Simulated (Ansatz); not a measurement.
A run of Ansatz (development build ahead of 0.2.0) on singlet BF₃ at this shape:

```xyz
4

B     0.0000    0.0000    0.0000
F     1.2055    0.0000    0.0000
F    -0.6028    1.0440    0.0000
F    -0.6028   -1.0440    0.0000
```

Its results:

* Converged: yes
* Total energy: -323.15970 hartree
* Spin squared of the determinant: 0.000

(1) Which input gives this output? Name the method, the orbitals and the basis set, and write the input.

Answers

(1) RHF in cc-pVDZ. An unrestricted run that stays on the closed shell gives the same numbers.

```yaml
crystal:
  periodic: [false, false, false]
  atoms:
    - { symbol: B, position_ang: [0.0, 0.0, 0.0] }
    - { symbol: F, position_ang: [1.20554, 0.0, 0.0] }
    - { symbol: F, position_ang: [-0.60277, 1.04403, 0.0] }
    - { symbol: F, position_ang: [-0.60277, -1.04403, 0.0] }
basis:
  gaussian: { orbitals: cc-pVDZ }
hamiltonian:
  xc: hf
```

Caution: no unrestricted run beside it, a lower state can exist.
